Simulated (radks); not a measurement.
The numbers below are computed, except where a source is named.
Removal energies from the promethium ion Pm4+, [Xe] 4f3, by Delta-SCF beside the eigenvalue of the level emptied. Code: a radial shooting solver on a logarithmic mesh with Libxc functionals. Model: scalar-relativistic Kohn-Sham, BLYP, spin-polarised, spherical densities, finite nucleus; Fermi nuclear charge, rms radius of each element as measured or else 0.836 A^(1/3) + 0.57 fm. Open shells are filled with parallel spins first.

removed from    final configuration  Delta-SCF (eV)  -eigenvalue (eV)
4f                         [Xe] 4f2          62.185            51.702
5p            [Kr] 4d10 4f3 5s2 5p5          69.608            62.978
5s            [Kr] 4d10 4f3 5s1 5p6          91.425            84.122
4d             [Kr] 4d9 4f3 5s2 5p6          184.04            172.44
